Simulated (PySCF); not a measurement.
Q: Give a PBE0-D3(BJ)/def2-SVP geometry of `FBCC(F)(F)F`.

A: 
```xyz
10
C2H3BF4 angstrom
F      2.4810   -0.7629    0.2640
B      1.4258   -0.1856   -0.2806
C      0.0803   -0.2482    0.5271
C     -1.1113    0.3152   -0.1870
F     -2.2289    0.2196    0.5406
F     -0.9378    1.6096   -0.4797
F     -1.3339   -0.3294   -1.3393
H      1.5739    0.3543   -1.3502
H      0.2193    0.3005    1.4744
H     -0.1279   -1.2930    0.8100
```

Orientation and origin are arbitrary. Atoms count from 1 in this order. B2 (three-coordinate boron) is planar (angles 125.3°, 117.6° and 117.1°, sum 360.0°, 0.00 Å off the plane of its three neighbours). All 3 C–F bonds measure 1.337 to 1.339 Å.

Bonds between heavy atoms (Å): F1–B2 1.320, B2–C3 1.570, C3–C4 1.499, C4–F5 1.337, C4–F6 1.338, C4–F7 1.339.

Level of theory: PySCF 2.14.0, PBE0-D3(BJ)/def2-SVP geometry optimisation, gas phase.

Point group: near Cs, missed by 0.20 Å at most; the miss may be what the optimiser left on a soft mode. Whether it is a minimum is left open (no frequencies). The numbers are those of one conformer (F1–B2–C3–C4 -175°).
